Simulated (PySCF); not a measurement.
## How the method changes the constants of LiBe

State: ²Σ⁺ (doublet), unpaired electrons σ ↑. Set-up: Li jorge-DZP-DKH, Be jorge-DZP-DKH; spin-free X2C with a Gaussian nucleus (PySCF 2.14). De refers to Li + Be in their ground configurations, without counterpoise correction. The functionals are run spin-unrestricted. A positive dipole means Li(−)Be(+). Levels whose curve was spin-contaminated or gave no clean fit are not listed.

```
 Level  Re (Å)  ωe (cm⁻¹)  De (eV)  μ (D)
   PBE   2.602        337     0.56  -2.26
revPBE   2.626        328     0.51  -2.21
r²SCAN   2.612        341     0.60  -2.89
 B3LYP   2.587        337    0.448  -2.57
  PBE0   2.604        338    0.497  -2.71
   M06   2.601        344    0.419  -2.73
 ωB97X   2.573        360    0.343  -4.93
```

(1) What does a quarter of exact exchange do here, going from PBE to PBE0?

(2) What does the step from GGA to meta-GGA do here, going from PBE to r²SCAN?

The state is the lowest determinant that a PBE0 search found; another state may lie lower at other levels.

Results:

(1) PBE0 less PBE: +0.2 pm in Re, +0.3 % in ωe, -0.06 eV in De. Exact exchange removes part of the self-interaction that spreads semilocal densities, and in most molecules shortens and stiffens the bond and lowers De; here Re goes the other way.

(2) r²SCAN less PBE: +1.0 pm in Re, +1.2 % in ωe, +0.04 eV in De.
